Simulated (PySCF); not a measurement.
Compound: C3H4BrClSi.
Bonds: Cl1–C2, C2–C3, C3–C4 (triple), C4–Si5, Si5–Br6. Hydrogens: H7, H8 on C2; H9, H10 on Si5.

A GFN2-xTB structure with every atom displaced at random (by about 0.01 Å) was refined with PBE0-D3(BJ)/def2-SVP geometry optimisation, gas phase (PySCF). Values at the start:

```csv
coordinate,start
Cl1–C2,1.828 Å
C2–C3,1.451 Å
C2–H7,1.099 Å
C3≡C4,1.153 Å
C4–Si5,1.876 Å
Si5–Br6,2.225 Å
Si5–H9,1.447 Å
Cl1–C2–C3,110.8°
C2–C3–C4,176.5°
C3–C4–Si5,176.3°
C4–Si5–Br6,106.0°
```

Task: How do these coordinates change at the PBE0-D3(BJ)/def2-SVP level?

Result: 
| coordinate | PBE0-D3(BJ)/def2-SVP (Å or °) | change |
| --- | --- | --- |
| C3≡C4 | 1.218 | +0.065 |
| C4–Si5 | 1.823 | -0.053 |
| Si5–H9 | 1.486 | +0.039 |
| Cl1–C2 | 1.792 | -0.036 |
| C2–C3 | 1.448 | -0.003 |
| C2–H7 | 1.100 | +0.001 |
| Si5–Br6 | 2.225 | 0.000 |
| C3–C4–Si5 | 179.6 | +3.3 |
| C4–Si5–Br6 | 108.8 | +2.8 |
| C2–C3–C4 | 179.1 | +2.6 |
| Cl1–C2–C3 | 112.4 | +1.6 |

The energy falls by 32.2 kJ/mol over 15 energy and gradient evaluations, the largest force component goes from 0.1784 to 1.2e-04 Eh/bohr, and the atoms move by 0.050 Å rms after alignment. The bond that changes most is C3≡C4 (both ends alkyne carbon), which lengthens by 0.065 Å. Bonds longer at the end by more than 0.005 Å: 4 of 9; shorter: 2. Rotational constants go from 5934, 374.3, 354.4 to 6312, 361.4, 344.0 MHz.

The run used 130 basis functions and 97 SCF cycles in all.

Not checked by PBE0-D3(BJ)/def2-SVP frequencies.
